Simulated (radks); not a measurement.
The numbers below are computed, except where a source is named.
Species: Xe II. Configuration: [Kr] 4d10 5s2 5p4 5f1 (not the ground configuration). Code: a radial shooting solver on a logarithmic mesh with Libxc functionals. Model: scalar-relativistic Kohn-Sham, r2SCAN, spin-polarised, spherical densities, finite nucleus; open shells are filled with parallel spins first (spin-orbit coupling, left out, can overturn this in heavy ions); meta-GGA in the generalised Kohn-Sham scheme; Fermi nuclear charge, rms radius 4.7859 fm.

X-ray form factor f0, the Fourier transform of the density (f0(0) = 53):

| sin(theta)/lambda (1/angstrom) | f0 (electrons) |
|---|---|
| 0.05 | 51.360 |
| 0.1 | 49.258 |
| 0.15 | 46.288 |
| 0.2 | 43.136 |
| 0.25 | 40.123 |
| 0.3 | 37.385 |
| 0.4 | 32.693 |
| 0.5 | 28.760 |
| 0.6 | 25.444 |
| 0.8 | 20.605 |
| 1 | 17.575 |
| 1.25 | 14.865 |
| 1.5 | 12.468 |
| 2 | 8.531 |
